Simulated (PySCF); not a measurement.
## Multinuclear NMR of PhCF2CH3

Bonds (- single, = double, # triple, : aromatic): C1-C2, C2-F3, C2-F4, C2-C5, C5:C6, C6:C7, C7:C8, C8:C9, C9:C10, C10:C5. C1 carries H11, H12, H13; C6 carries H14; C7 carries H15; C8 carries H16; C9 carries H17; C10 carries H18.

PySCF calculation with σ from GIAO-PBE0/pcSseg-1 and structure optimised with PBE0-D3(BJ)/def2-SVP; rapidly exchanging positions averaged, one conformer, in vacuum, no relativistic terms.

Q: Where does $^{19}$F resonate?

A: 
```tsv
atoms	environment	σ (ppm)	δ (ppm)
F3/F4	fluorine of a CF2 group	292.5	-99.9
```

Shieldings were converted by a linear fit to measured shifts: $^{19}$F: δ = 160.63 − 0.942σ +14.9 on sp3 carbon (rms 6.9 ppm, 221 shifts, 7.7 ppm with the 5 outliers that the fit left out vs CFCl3, solution or neat liquid). Occasional misses reach two or three times the rms, and more in compound classes unlike the fitted ones.

On a 300 MHz spectrometer $^{19}$F resonates near 282.3 MHz, so 1 ppm is 282.3 Hz.
